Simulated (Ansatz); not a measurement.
Relaxation of C₂H₇BOS (12 atoms, charge 0, multiplicity 1), to a largest force component of 0.02 eV/Å in at most 50 steps.

Method: RKS PBE/6-31G in Ansatz 0.2.0.

```xyz
12
Properties=species:S:1:pos:R:3
C -0.743 0.490 1.053
C 0.382 -0.214 0.417
S 1.799 0.892 0.297
B 0.089 -0.742 -1.042
O -0.344 0.170 -2.123
H -0.521 0.891 2.062
H -1.037 1.427 0.437
H -1.636 -0.117 1.116
H 0.649 -1.060 1.106
H 2.709 -0.152 -0.025
H 0.041 -1.912 -1.238
H -1.312 0.269 -2.027
```

Q: Where does it end, and by what steps?

A: The run converged. Limits of this set-up: no polarisation functions. After 12 steps the energy has fallen by 1.295 eV; H11 moved furthest, 0.89 Å.

```
step  energy less start (eV)  largest force component (eV/Å)  accepted
   0                  0.0000                           3.030       yes
   1                 -0.2738                           1.769       yes
   2                 -0.4543                           1.348       yes
   3                 -0.6828                           0.689       yes
   4                 -0.8920                           0.994       yes
   5                 -1.0927                           1.124       yes
   6                 -1.2689                           0.329       yes
   7                 -1.1571                           0.978        no
   8                 -1.2883                           0.172       yes
   9                 -1.2920                           0.139       yes
  10                 -1.2941                           0.062       yes
  11                 -1.2946                           0.032       yes
  12                 -1.2947                           0.015       yes
```

```xyz
12
Properties=species:S:1:pos:R:3
C -0.817 0.616 0.989
C 0.272 -0.307 0.433
S 1.924 0.736 0.346
B 0.130 -0.784 -1.070
O -0.788 -0.251 -1.958
H -0.569 0.987 1.998
H -0.973 1.503 0.346
H -1.773 0.065 1.059
H 0.476 -1.134 1.133
H 2.740 -0.301 -0.096
H 0.836 -1.644 -1.529
H -1.382 0.459 -1.616
```

Whether the end is a true minimum wasn't checked by a vibrational analysis.

The run took 84 s on 1 thread of AMD EPYC (Zen 3), with other jobs on the host, peak memory 0.17 GiB.
